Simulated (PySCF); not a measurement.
Computed shifts of a molecule C3H4FNSi, PySCF with B3LYP/pcSseg-1, GIAO, gas phase, equivalent atoms averaged, in ppm (number of nuclei): ¹⁹F: -200.4 (1). ²⁹Si: 3.4 (1). ¹³C: 186.4 (1), 157.4 (1), 148.6 (1). ¹⁵N: 378.6 (1). ¹H: 8.87 (1), 7.21 (1), 6.90 (1), 5.50 (1). References: ¹⁹F against CFCl3 (σ = 161.7 ppm); ²⁹Si against TMS (σ = 338.7 ppm); ¹³C against TMS (σ = 181.3 ppm); ¹⁵N against NH3 (σ = 265.5 ppm); ¹H against TMS (σ = 31.68 ppm), references at their B3LYP-D3(BJ)/def2-TZVP geometries, non-relativistic. Geometry optimised at ωB97X-D3(BJ)/def2-SVP. Other conformers were not sampled.

Problem. Which structure fits?
A. FC1=CN=C[SiH2]1
B. N#C/C=C\[SiH2]F
C. FC1=C[SiH2]C=N1
D. F[Si@H]1C=CC=N1

Solution. D, F[Si@H]1C=CC=N1
